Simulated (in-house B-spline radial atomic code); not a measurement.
Tb+ is squeezed into an impenetrable sphere of radius R (the orbitals vanish at R). Computed with a radial B-spline atomic code at the basis-set limit: Dirac-Kohn-Sham LDA VWN5, spherical fractional occupations, Fermi nucleus of rms radius 5.06 fm.

Energies in eV above the free ion in [Xe] 4f9 6s1:

| R (bohr) | highest level (eV) | [Xe] 4f9 6s1 | [Xe] 4f9 6p1 | [Xe] 4f10 |
| --- | --- | --- | --- | --- |
| 7.91 | -8.8 | 0.1075 | 3.932 | 1.792 |
| 6.33 | -7.99 | 0.6814 | 5.331 | 1.93 |
| 4.89 | -4.69 | 3.574 | 10.39 | 2.634 |
| 4.46 | -2.2 | 6.046 | 14.11 | 3.37 |
| 3.38 | 15 | 27.49 | 41.37 | 12.71 |
| 2.92 | 35.3 | 59.89 | 78.23 | 30.8 |
| 2.77 | 45.7 | 78.92 | 99.12 | 42.41 |
| 2.04 | 163 | 362.2 | 395.9 | 239.9 |
| 1.87 | 224 | 543.8 | 582.2 | 375.8 |
| 1.49 | 484 | 1497 | 1549 | 1129 |

(1) Does [Xe] 4f9 6p1 fall below [Xe] 4f9 6s1 under compression?

(2) Does [Xe] 4f10 fall below [Xe] 4f9 6s1 under compression?

The highest level is first positive in the row R = 3.38 bohr, pushed up by confinement above the zero of the free ion's potential. Each configuration is held fixed and needn't be the lowest in the sphere.

Results:

(1) No, it stays above over the whole range.

(2) Yes, between R = 6.33 and 4.89 bohr the order changes (near 5.51 bohr by linear interpolation).
